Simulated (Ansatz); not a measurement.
A short molecular-dynamics run on CH4BrGaO (`C[O][GaH][Br]`).

```yaml
crystal:
  periodic: [false, false, false]
  atoms:
    - {symbol: C, position_ang: [0.339382, 1.171022, -0.330965]}
    - {symbol: O, position_ang: [-0.239548, 0.425826, 0.712775]}
    - {symbol: Ga, position_ang: [-0.528177, -1.316326, 0.707832]}
    - {symbol: Br, position_ang: [0.112118, -2.431926, -1.186415]}
    - {symbol: H, position_ang: [-0.366386, 1.937185, -0.667606]}
    - {symbol: H, position_ang: [0.616173, 0.555615, -1.194397]}
    - {symbol: H, position_ang: [1.240332, 1.673127, 0.035803]}
    - {symbol: H, position_ang: [-1.173896, -2.014521, 1.922962]}
basis:
  gaussian: {orbitals: def2-SVP}
hamiltonian: {xc: {name: PBE}}
md: {timestep: 2 fs, n_steps: 20, ensemble: nvt_langevin, temperature: 700, initial_velocities: maxwell_boltzmann, friction: 0.01, seed: 286}
```

```sh
$ ansatz run in.yaml --threads 4 --pin off --events-out ev --progress --plain --max-ram 10444MiB
```

```tsv
step	time (fs)	potential energy (eV)	kinetic (eV)	T (K)	conserved (eV)
0	0.0	-125535.5926	0.6334	612	–
1	2.0	-125535.4961	0.5685	550	–
2	4.0	-125535.3591	0.4209	407	–
3	6.0	-125535.4070	0.4505	436	–
4	8.0	-125535.4483	0.5545	536	–
5	10.0	-125535.4569	0.5772	558	–
6	12.0	-125535.5055	0.6712	649	–
7	14.0	-125535.3940	0.5919	572	–
8	16.0	-125535.3596	0.5798	561	–
9	18.0	-125535.4293	0.6135	593	–
10	20.0	-125535.2975	0.5329	515	–
11	22.0	-125535.3567	0.6305	610	–
12	24.0	-125535.3422	0.5756	557	–
13	26.0	-125535.2576	0.5793	560	–
14	28.0	-125535.2869	0.5758	557	–
15	30.0	-125535.2027	0.5598	541	–
16	32.0	-125535.2089	0.5403	522	–
17	34.0	-125535.2051	0.5656	547	–
18	36.0	-125535.0667	0.4584	443	–
19	38.0	-125535.0501	0.4031	390	–
20	40.0	-125535.1273	0.4529	438	–
```

Velocities are drawn at the set temperature; a run this short doesn't reach equilibrium.

Frames (Å, forces in eV/Å):

```xyz
8
time=0.0 fs
C     0.339    1.171   -0.331   -0.137   -0.169    0.251
O    -0.240    0.426    0.713   -0.070    0.326    0.283
Ga   -0.528   -1.316    0.708   -0.117   -0.399    0.117
Br    0.112   -2.432   -1.186    0.091   -0.169   -0.273
H    -0.366    1.937   -0.668   -0.339    0.446   -0.210
H     0.616    0.556   -1.194    0.165   -0.293   -0.487
H     1.240    1.673    0.036    0.489    0.311    0.151
H    -1.174   -2.015    1.923   -0.082   -0.054    0.167
8
time=2.0 fs
C     0.338    1.159   -0.350   -1.098    1.929    0.624
O    -0.235    0.430    0.706   -0.346    0.103    0.324
Ga   -0.531   -1.323    0.716   -0.070   -0.115    0.097
Br    0.115   -2.425   -1.189    0.062   -0.167   -0.207
H    -0.409    1.993   -0.728    0.955   -1.391    0.300
H     0.645    0.490   -1.149    0.393   -0.085   -0.857
H     1.182    1.745    0.089    0.177   -0.185   -0.413
H    -1.164   -1.978    1.963   -0.072   -0.089    0.131
8
time=4.0 fs
C     0.334    1.153   -0.361   -0.454    1.942    0.208
O    -0.231    0.434    0.704   -0.540   -0.078    0.310
Ga   -0.533   -1.328    0.725   -0.033    0.115    0.074
Br    0.117   -2.418   -1.190    0.035   -0.159   -0.134
H    -0.424    1.993   -0.785    1.130   -1.850    0.438
H     0.690    0.419   -1.141    0.123    0.949   -0.034
H     1.136    1.819    0.127   -0.206   -0.808   -0.948
H    -1.159   -1.947    1.995   -0.055   -0.110    0.088
8
time=6.0 fs
C     0.330    1.151   -0.368    0.446    0.678   -0.041
O    -0.227    0.435    0.704   -0.653   -0.132    0.330
Ga   -0.535   -1.332    0.734   -0.064    0.212    0.140
Br    0.120   -2.410   -1.193    0.008   -0.152   -0.054
H    -0.392    1.922   -0.831    0.290   -1.147    0.152
H     0.736    0.382   -1.129   -0.079    1.455    0.383
H     1.089    1.861    0.116    0.021   -0.845   -0.834
H    -1.174   -1.926    2.026    0.031   -0.068   -0.076
8
time=8.0 fs
C     0.328    1.151   -0.376    1.516   -1.469    0.696
O    -0.225    0.434    0.702   -0.699   -0.128    0.305
Ga   -0.535   -1.336    0.745   -0.066    0.283    0.108
Br    0.123   -2.402   -1.196   -0.019   -0.150    0.026
H    -0.339    1.807   -0.878   -1.688    0.702   -0.904
H     0.776    0.408   -1.105    0.112    0.917    0.130
H     1.042    1.863    0.074    0.761   -0.093   -0.199
H    -1.192   -1.903    2.048    0.084   -0.063   -0.163
8
time=10.0 fs
C     0.330    1.144   -0.381    0.719   -1.232    1.099
O    -0.226    0.431    0.700   -0.544   -0.093    0.129
Ga   -0.535   -1.340    0.756    0.063    0.383   -0.195
Br    0.127   -2.394   -1.199   -0.051   -0.134    0.118
H    -0.341    1.716   -0.960   -1.896    0.975   -0.895
H     0.827    0.477   -1.078    0.673   -0.428   -0.599
H     1.022    1.858    0.032    1.044    0.709    0.323
H    -1.197   -1.871    2.052   -0.006   -0.180    0.020
8
time=12.0 fs
C     0.335    1.130   -0.382   -0.850    0.884   -0.040
O    -0.230    0.428    0.699   -0.162    0.021   -0.121
Ga   -0.535   -1.342    0.766    0.276    0.427   -0.660
Br    0.132   -2.386   -1.202   -0.089   -0.104    0.229
H    -0.414    1.651   -1.063    0.149   -0.233    0.752
H     0.908    0.531   -1.063    0.747   -1.091   -0.756
H     1.035    1.885    0.001    0.127    0.456    0.217
H    -1.192   -1.833    2.048   -0.198   -0.361    0.379
8
time=14.0 fs
C     0.339    1.115   -0.386   -0.552    1.241   -1.262
O    -0.235    0.425    0.699    0.236    0.131   -0.317
Ga   -0.536   -1.344    0.777    0.376    0.363   -0.912
Br    0.137   -2.379   -1.205   -0.130   -0.075    0.351
H    -0.489    1.565   -1.131    1.376   -0.529    1.492
H     1.013    0.542   -1.068   -0.225   -0.512    0.187
H     1.036    1.930   -0.014   -0.800   -0.173   -0.065
H    -1.201   -1.797    2.056   -0.280   -0.446    0.526
8
time=16.0 fs
C     0.343    1.103   -0.393   -0.020    0.718   -1.378
O    -0.244    0.423    0.699    0.502    0.091   -0.327
Ga   -0.538   -1.346    0.788    0.252    0.234   -0.737
Br    0.143   -2.373   -1.208   -0.166   -0.054    0.465
H    -0.512    1.456   -1.137    1.479   -0.157    1.186
H     1.096    0.536   -1.059   -0.906   -0.080    0.752
H     1.001    1.962   -0.018   -1.006   -0.372   -0.210
H    -1.234   -1.770    2.084   -0.136   -0.380    0.249
8
time=18.0 fs
C     0.345    1.092   -0.401    0.660   -0.102   -0.003
O    -0.253    0.420    0.701    0.599   -0.042   -0.161
Ga   -0.538   -1.348    0.800   -0.012    0.101   -0.330
Br    0.149   -2.369   -1.210   -0.191   -0.041    0.552
H    -0.473    1.340   -1.101    0.120    0.586   -0.243
H     1.130    0.538   -1.017   -0.662   -0.188    0.594
H     0.926    1.979   -0.022   -0.658   -0.061   -0.168
H    -1.279   -1.753    2.125    0.143   -0.253   -0.240
8
time=20.0 fs
C     0.349    1.080   -0.410    1.125   -0.188    2.359
O    -0.258    0.419    0.704    0.590   -0.116   -0.039
Ga   -0.539   -1.350    0.812   -0.261    0.005   -0.003
Br    0.156   -2.366   -1.212   -0.212   -0.023    0.628
H    -0.416    1.240   -1.091   -1.881    1.101   -2.041
H     1.127    0.545   -0.954    0.555   -0.818   -0.091
H     0.840    2.002   -0.030   -0.319    0.194   -0.165
H    -1.328   -1.740    2.161    0.402   -0.155   -0.647
8
time=22.0 fs
C     0.358    1.065   -0.414   -1.412    0.512    1.341
O    -0.263    0.414    0.704    0.582    0.068   -0.097
Ga   -0.540   -1.350    0.824   -0.366   -0.116    0.020
Br    0.164   -2.363   -1.213   -0.238    0.006    0.722
H    -0.426    1.178   -1.170   -0.175    0.614   -0.517
H     1.144    0.522   -0.892    1.251   -0.975   -0.426
H     0.758    2.035   -0.043   -0.146    0.033   -0.278
H    -1.364   -1.726    2.174    0.506   -0.141   -0.765
8
time=24.0 fs
C     0.364    1.050   -0.417   -1.892   -0.068   -0.665
O    -0.268    0.408    0.700    0.545    0.413   -0.247
Ga   -0.541   -1.349    0.835   -0.307   -0.242   -0.279
Br    0.171   -2.361   -1.214   -0.265    0.034    0.826
H    -0.446    1.145   -1.274    1.358    0.148    1.101
H     1.204    0.460   -0.848    0.066    0.189    0.131
H     0.676    2.067   -0.074    0.071   -0.260   -0.303
H    -1.383   -1.708    2.154    0.424   -0.214   -0.564
8
time=26.0 fs
C     0.360    1.035   -0.425   -0.765   -0.815   -1.375
O    -0.269    0.404    0.692    0.405    0.605   -0.309
Ga   -0.543   -1.349    0.847   -0.104   -0.237   -0.777
Br    0.179   -2.358   -1.215   -0.293    0.057    0.930
H    -0.415    1.125   -1.330    1.359   -0.183    1.344
H     1.274    0.406   -0.811   -1.142    1.218    0.473
H     0.605    2.084   -0.130    0.323   -0.318   -0.106
H    -1.395   -1.694    2.120    0.217   -0.328   -0.181
8
time=28.0 fs
C     0.352    1.018   -0.439    0.783   -0.824   -0.381
O    -0.269    0.402    0.682    0.101    0.507   -0.197
Ga   -0.546   -1.351    0.860    0.193   -0.047   -1.343
Br    0.188   -2.356   -1.216   -0.319    0.073    1.016
H    -0.332    1.107   -1.326    0.142   -0.434    0.163
H     1.309    0.399   -0.755   -1.329    1.340    0.271
H     0.561    2.083   -0.194    0.481   -0.168    0.210
H    -1.403   -1.687    2.086   -0.052   -0.449    0.262
8
time=30.0 fs
C     0.343    0.999   -0.453    2.008    0.120    2.179
O    -0.268    0.402    0.671   -0.321    0.246    0.048
Ga   -0.548   -1.354    0.871    0.402    0.159   -1.729
Br    0.197   -2.353   -1.217   -0.340    0.083    1.075
H    -0.238    1.078   -1.312   -1.827   -0.507   -2.257
H     1.291    0.447   -0.682   -0.118    0.497   -0.274
H     0.540    2.075   -0.246    0.417   -0.085    0.427
H    -1.416   -1.691    2.064   -0.222   -0.514    0.532
8
time=32.0 fs
C     0.338    0.980   -0.461   -0.201    1.472    1.006
O    -0.269    0.401    0.658   -0.641   -0.014    0.313
Ga   -0.551   -1.357    0.882    0.364    0.166   -1.747
Br    0.206   -2.352   -1.217   -0.363    0.095    1.133
H    -0.215    1.034   -1.389   -0.909   -0.635   -0.806
H     1.274    0.515   -0.622    1.759   -0.715   -0.730
H     0.533    2.058   -0.271    0.122    0.081    0.407
H    -1.441   -1.713    2.064   -0.130   -0.450    0.424
8
time=34.0 fs
C     0.329    0.970   -0.468   -0.065    0.909   -1.348
O    -0.271    0.401    0.646   -0.795   -0.259    0.490
Ga   -0.554   -1.358    0.892    0.121    0.008   -1.483
Br    0.215   -2.351   -1.217   -0.392    0.106    1.194
H    -0.232    0.969   -1.502    0.495   -0.450    1.556
H     1.329    0.556   -0.596    0.649   -0.439   -0.600
H     0.529    2.037   -0.265   -0.199    0.379    0.173
H    -1.472   -1.761    2.083    0.186   -0.254    0.017
8
time=36.0 fs
C     0.320    0.963   -0.478    1.651    0.136   -2.029
O    -0.275    0.401    0.634   -0.813   -0.474    0.617
Ga   -0.558   -1.359    0.902   -0.135   -0.202   -1.187
Br    0.223   -2.352   -1.216   -0.417    0.117    1.238
H    -0.236    0.890   -1.556    0.878   -0.075    2.240
H     1.411    0.577   -0.598   -1.272    0.107   -0.325
H     0.521    2.027   -0.248   -0.411    0.394   -0.144
H    -1.500   -1.829    2.107    0.519   -0.004   -0.409
8
time=38.0 fs
C     0.318    0.956   -0.489    2.486    0.296   -1.394
O    -0.282    0.402    0.623   -0.717   -0.755    0.775
Ga   -0.561   -1.360    0.910   -0.253   -0.310   -1.048
Br    0.231   -2.354   -1.215   -0.430    0.130    1.255
H    -0.210    0.820   -1.531    0.570    0.191    1.604
H     1.455    0.606   -0.622   -1.863    0.129   -0.056
H     0.504    2.026   -0.228   -0.502    0.120   -0.491
H    -1.514   -1.901    2.118    0.708    0.198   -0.646
8
time=40.0 fs
C     0.327    0.946   -0.503    2.499    1.246    1.027
O    -0.291    0.405    0.614   -0.546   -1.110    0.989
Ga   -0.565   -1.362    0.917   -0.188   -0.227   -1.103
Br    0.239   -2.356   -1.214   -0.434    0.143    1.253
H    -0.168    0.762   -1.446   -0.645    0.089   -0.816
H     1.429    0.647   -0.648   -0.926   -0.267    0.128
H     0.467    2.028   -0.212   -0.464   -0.146   -0.832
H    -1.506   -1.955    2.111    0.703    0.273   -0.647
```

It took 24 s on 4 threads of an Arm Neoverse V2 on a shared host, with 0.41 GiB of host memory at the peak.
